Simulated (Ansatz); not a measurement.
`N[SiH](O)[GaH2]` → `[OH][GaH2]` + `N[SiH]` at 400 K and 1 bar (silylene formation by 1,1-elimination).

Calculated with Ansatz (gas phase, PBE0-D4/def2-TZVP geometries, no zero-point term in ΔE). CCSD(T)/CBS adds triple-zeta CCSD(T) − MP2 to the extrapolated MP2 energy (def2 sets, frozen cores). This one scheme is used for every species. For Ga outer-core shells are correlated without core-valence functions, which leaves a few kJ/mol of doubt a bond. Scalar relativity is left out up to krypton. One conformer a species, not always the lowest.

```csv
species,CCSD(T)/CBS energy (Eh),H − E (kJ/mol),S (J/(mol·K))
`N[SiH](O)[GaH2]`,-2346.56750,201.2,403.5
`[OH][GaH2]`,-2000.92981,89.0,281.3
`N[SiH]`,-345.56329,104.6,261.0
```

H − E and S are ideal-gas, rigid-rotor, harmonic terms from PBE0-D4/def2-TZVP, for one conformer and one mirror image of each species. 1 Eh = 2625.50 kJ/mol, R = 8.31446 J/(mol·K).

By hand: ΔE, ΔH, ΔS and ΔG.

ΔE = (-2000.92981) + (-345.56329) − (-2346.56750) = 0.07440 Eh = 195.3 kJ/mol. Δ(H − E) = 89.0 + 104.6 − 201.2 = -7.6, so ΔH = 187.7 kJ/mol. ΔS = 281.3 + 261.0 − 403.5 = 138.8 J/(mol·K). ΔG = 187.7 − 400 × (138.8)/1000 = 132.2 kJ/mol.

By hand: the equilibrium constant, and the temperature at which ΔG would vanish if ΔH and ΔS stayed fixed.

log₁₀ K = −ΔG/(RT ln 10) = -17.3. ΔG = 0 at ΔH/ΔS = 1352 K.

The number of gas molecules changes by +1, which sets the sign of ΔS. A doubt of 5 kJ/mol in ΔE shifts log₁₀ K by 0.7 here. Other conformers and mirror images would add mixing entropy, several J/(mol·K) or more a flexible species. These are equilibria of isolated gas molecules and say nothing of rates. Largest T1 diagnostic: 0.015 (customary marks: 0.02 for closed shells, 0.045 for open ones).
